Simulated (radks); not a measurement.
Tb58+, configuration [He] 2s2 2p3. Method: scalar-relativistic Kohn-Sham, exchange-only LDA, spin-polarised, spherical densities, point nucleus; open shells are filled with parallel spins first (spin-orbit coupling, left out, can overturn this in heavy ions); computed with a radial shooting solver on a logarithmic mesh with Libxc functionals. Some entries of the table are withheld. Estimate them.

orbital,occ.,eigenvalue (hartree),<r^2> (bohr^2)
1s up,1,-2110.109,0.0006294
1s down,1,-2108.133,0.0006283
2s up,1,(1),0.009211
2s down,1,(2),0.009258
2p up,3,(3),0.007277
2p down,0,(4),0.007328

Answer. 
(1) 2s up eigenvalue (hartree): -497.6539
(2) 2s down eigenvalue (hartree): -494.6405
(3) 2p up eigenvalue (hartree): -466.8276
(4) 2p down eigenvalue (hartree): -463.2634
